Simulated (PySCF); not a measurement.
Excitations are Tamm–Dancoff values on a coarser integration grid. The basis has no diffuse functions, so Rydberg states are missing or too high.

Cartesian coordinates (Å):
SMILES: C=[SiH]OC
```xyz
10

C     -1.7688    -0.4628     0.0852
Si    -0.7868     0.8827    -0.2071
O      0.8388     0.9137    -0.1969
C      1.6397    -0.2224     0.0677
H     -2.8464    -0.3500     0.0479
H     -1.4016    -1.4555     0.3127
H     -1.2560     2.2421    -0.5181
H      1.4464    -0.6139     1.0708
H      2.6843     0.0816    -0.0003
H      1.4504    -1.0154    -0.6618
```
Charge 0, multiplicity 1.

What brightest of the four lowest singlets (TDA), HOMO–LUMO gap, S1 excitation (TDA), total energy, LUMO, HOMO, S1–T1 gap (TDA) and dipole moment does ωB97X-D3(BJ)/def2-TZVP // PBE0-D3(BJ)/def2-TZVP (PySCF) give?


| Property | Value |
|---|---|
| brightest of the four lowest singlets (TDA) | 5.86 eV |
| HOMO–LUMO gap | 10.18 eV |
| S1 excitation (TDA) | 5.66 eV |
| total energy | -444.6645 Ha |
| LUMO | 1.75 eV |
| HOMO | -8.43 eV |
| S1–T1 gap (TDA) | 2.11 eV |
| dipole moment | 1.34 D |
